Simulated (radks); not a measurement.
Neutral fluorine inside a hard spherical wall (all orbitals vanish at R), configuration held at [He] 2s2 2p5 and not refilled when levels cross. All-electron calculation, scalar-relativistic Kohn-Sham, PBE, spin-polarised, spherical densities, finite nucleus; open shells are filled with parallel spins first; Fermi nuclear charge, rms radius 2.8976 fm. Program: a radial shooting solver on a logarithmic mesh with Libxc functionals. Eigenvalues in eV for spin up, with the zero of energy where the potential of the charges vanishes at infinity; a dash marks a level that is unbound or too diffuse for the functional's potential to be trusted. A positive occupied level is held by the wall or, in an anion where self-interaction has pushed it up, behind a barrier. The pressure on the wall is -dE/dV.

R (bohr),E (hartree),kinetic (hartree),e(1s),e(2s),e(2p),"e(3s, empty)","e(3p, empty)",pressure (GPa)
free,-99.75930,99.678,-663.62,-30.672,-11.854,-,-,0
20,-99.75930,99.678,-663.62,-30.672,-11.854,-,-,< 0.0001
15,-99.75930,99.678,-663.62,-30.672,-11.854,-,-,< 0.0001
12,-99.75930,99.678,-663.62,-30.672,-11.854,-,-,< 0.0001
10,-99.75930,99.678,-663.62,-30.672,-11.854,0.228,1.869,< 0.0001
8,-99.75929,99.678,-663.61,-30.670,-11.852,0.782,2.966,0.00104
4,-99.73535,99.835,-662.29,-29.761,-10.875,11.602,17.210,6.70
2.5,-99.24240,102.037,-650.60,-22.272,-2.345,54.765,61.025,433
2,-98.10148,106.055,-634.38,-10.940,10.151,108.63,110.03,2360
1.5,-93.78254,118.063,-596.35,22.445,43.760,248.94,228.90,16900
